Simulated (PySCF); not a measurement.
Compound: ZnMeBr, CH₃BrZn (singlet state).
Cartesian coordinates in Å at the PBE0-D3(BJ)/def2-SVP level; atoms count from 1:
```
atom  x, y, z in Å
Zn1   -0.0076    0.0087   -1.1079
C2     0.0035    0.0021    0.8256
H3    -0.4486    0.9237    1.2226
H4     1.0337   -0.0690    1.2066
H5    -0.5670   -0.8564    1.2117
Br6   -0.0140   -0.0091   -3.3586
```

Theory: PySCF, TDDFT PBE0/def2-SVPD, vertical, gas phase, core orbitals frozen in the response. Relativistic effects, spin–orbit coupling among them, are left out although an element past zinc is present.

Frontier orbitals with the atoms that hold most of them (Löwdin shares over 4%, at most four atoms; ? is withheld):

```tsv
orbital	ε (eV)	atoms
LUMO+2	-0.23	Zn1 63%, Br6 20%, C2 11%
LUMO+1	-0.23	Zn1 63%, Br6 20%, C2 11%
LUMO	?	Zn1 46%, Br6 29%, C2 18%
HOMO	-8.22	Br6 95%, Zn1 5%
HOMO-1	-8.22	Br6 95%, Zn1 5%
HOMO-2	-8.48	C2 43%, Br6 21%, Zn1 18%, H5 6%
HOMO-3	-10.12	Br6 61%, Zn1 25%, C2 10%
```

Q: What is the LUMO energy, and the HOMO–LUMO gap?

A: ε(LUMO) = -0.70 eV; the gap is 7.52 eV (0.2763 hartree).

Within 0.005 eV of a neighbour in this list lie HOMO-1/HOMO and LUMO+1/LUMO+2 (point group found: C3v); within a degenerate set the shares of single atoms can hang on how the components are chosen.

Q: The HOMO–LUMO gap is 7.52 eV. Where does the response calculation put the lowest singlet, and from which orbitals?

A: S1 is at 6.22 eV (f = 0.035), 1.30 eV below the gap, made of HOMO-1/HOMO→LUMO (98%). S1/S2 lie within about 0.01 eV of each other. Without the coupling terms of the response equations the lowest excitation would equal the gap.

For S1 the Löwdin share of zinc is 5% in HOMO-1 and 46% in LUMO.

Next come S2 at 6.22 eV (f 0.035), HOMO-1/HOMO→LUMO (98%); S3 at 6.66 eV (f 0.0001), HOMO-1/HOMO→LUMO+1/LUMO+2 (≥96%); S4 at 6.68 eV (f 0.0000), HOMO-1/HOMO→LUMO+1/LUMO+2 (98%); S5 at 6.68 eV (f 0.0000), HOMO-1/HOMO→LUMO+1/LUMO+2 (98%).

Orbitals of the list HOMO-3 to LUMO+2 that lie within 0.01 eV of each other are written together with a slash and their weights summed (≥ marks a lower bound); for degenerate orbitals outside that list single weights are arbitrary.

Time: 11 s of wall time. Hardware: an x86-64 server with one thread (shared host).
